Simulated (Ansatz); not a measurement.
Species: germane, GeH$_{4}$, net charge 0, singlet state. 
Coordinates optimised at B3LYP-D3(BJ)/def2-TZVP (Ansatz, a first-principles code):
```xyz
5

Ge     0.0000     0.0000     0.0000
H     -0.6208    -0.8994    -1.0791
H      0.5682    -0.8726     1.1290
H     -1.0772     0.9355     0.5687
H      1.1298     0.8365    -0.6186
```
Charge 0, spin multiplicity 1.

Computed values are from Ansatz. Valence correlation only, unless marked. UHF or UKS for open shells. Spin-orbit coupling is left out. Frozen are the shells of the preceding noble gas and the d and f shells that filled before the atom's block. Non-relativistic. CBS marks a two-point X^-3 extrapolation of the correlation energy; Hartree-Fock from the larger set.

What is the T1 diagnostic at CCSD/def2-QZVPPD?

0.010.

What is the atomisation energy De at CCSD(T)/CBS(def2-TZVPPD,def2-QZVPPD)?

1236.0 kJ/mol.

What is the total energy at CCSD(T)/CBS(def2-TZVPPD,def2-QZVPPD)?

-2077.9049 Eh.

What is the dipole moment at CCSD(T)/aug-cc-pVDZ?

0.00 D.
